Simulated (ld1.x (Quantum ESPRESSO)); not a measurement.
**Before and after: ultrasoft potential for phosphorus**

ld1.x (Quantum ESPRESSO) 7.5 input, shortened:

```
&input
   title='P', zed=15., rel=2, dft='WC', iswitch=3,
   config='[Ne] 3s2 3p3 3d-2', rel_dist='average'
 /
 &inputp
   pseudotype=3, tm=.true., lloc=-1, rcloc=1.05,
   nlcc=.false.,
   which_augfun='PSQ', rmatch_augfun_nc=.true.
 /
6
3S  1  0   2.00   0.00  1.00  1.40  0.0
3S  1  0   0.00  -0.55  1.00  1.40  0.0
3P  2  1   3.00   0.00  1.00  1.25  0.0
3P  2  1   0.00  -0.10  1.00  1.25  0.0
3D  3  2  -2.00  -0.15  0.95  1.20  0.0
3D  3  2  -2.00   2.45  0.95  1.20  0.0
 &test
   configts(1)='3s2 3p3'
 /
```

Open shells are filled in proportion to 2j + 1 (rel_dist='average').

Change: waves 3p (bound): rcut 1.00, rcutus 1.72 bohr; 3p channel at -0.1 Ry: rcut 1.00, rcutus 1.72 bohr.

Cutoffs: the cutoffs (Ry, on a coarse ladder) from which the occupation-weighted sum of valence levels, in a spherical-Bessel basis at the reference potential, stays within 10 and 1 mRy of its value at 400 Ry; they do not see the model core or the augmentation charge, which bear on the density cutoff. Errors are all-electron minus pseudo energies relative to the spin-unpolarised reference configuration.

Q: What does the change do?

A: The potential gets softer (35 Ry and 40 Ry → 18 Ry and 25 Ry); the bound ghosts move from p, s to s; of the 7 tests that both files solve, the error grows in 3 and shrinks in 1 by more than 15 % and 0.3 meV (median size 3.6 → 4.7 meV). A larger radius leaves more room for a smooth pseudo-wave, so fewer plane waves are needed.

```tsv
quantity	base	changed
cutoff, loose	35 Ry	18 Ry
cutoff, tight	40 Ry	25 Ry
loose cutoff by channel (10 mRy a level)	s 12 Ry, p 30 Ry	s 12 Ry, p 10 Ry
bound ghosts	p3/2, p1/2, s	s
error for 3s2 3p2, meV [ΔE 9.71 eV]	+3.6	-4.7
error for 3s2 3p1, meV [ΔE 28.85 eV]	+2.7	+7.1
error for 3s2 3p0, meV [ΔE 58.60 eV]	+21	+24
error for 3s1 3p0, meV [ΔE 110.59 eV]	+84	+89
error for 3s0 3p5, meV [ΔE 17.17 eV]	+3.7	+0.2
error for 3s1 3p3, meV [ΔE 18.81 eV]	+0.4	-0.2
error for 3s2 3p2.5, meV [ΔE 3.76 eV]	0.0	-4.4
lowest overlap eigenvalue by channel	s 0.51, p1/2 0.80, p3/2 0.80, d3/2 0.94, d5/2 0.94	s 0.51, p1/2 0.72, p3/2 0.72, d3/2 0.94, d5/2 0.94
```

 A true bound ghost makes a file unfit for plane-wave use even where its test errors are small: the radial tests pick states by their node count and pass the ghost by.
